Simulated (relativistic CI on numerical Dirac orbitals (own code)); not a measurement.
**The spin-orbit constant of Si from its measured fine structure**

Problem. The ground term 3P of Si (3s2 3p2) has the measured levels J = 0: 0.0, J = 1: 77.1, J = 2: 223.2 cm⁻¹ (NIST Handbook of Basic Atomic Spectroscopic Data (Sansonetti and Martin, J. Phys. Chem. Ref. Data 34, 1559 (2005))). Test the interval rule and estimate ζ(3p).

Working.
1. In LS coupling E(J) − E(J − 1) = AJ. The intervals give A = 77.1 (J = 1), 73.0 (J = 2) cm⁻¹.
2. These values spread by 5 % of their mean, so the rule holds well.
3. The whole width divided by the sum of the upper J values gives a mean A = 74.4 cm⁻¹.
4. For the Hund term of a shell that is less than half full, A = +ζ/2S with 2S = 2, so ζ = 149 cm⁻¹.

Check. The value calculated from Dirac-Coulomb-Breit radial functions of this configuration is ζ = 147 cm⁻¹, 1 % below the estimate from measurement. The same recipe applied to the calculated levels returns 139 cm⁻¹, which shows the bias of the recipe itself.
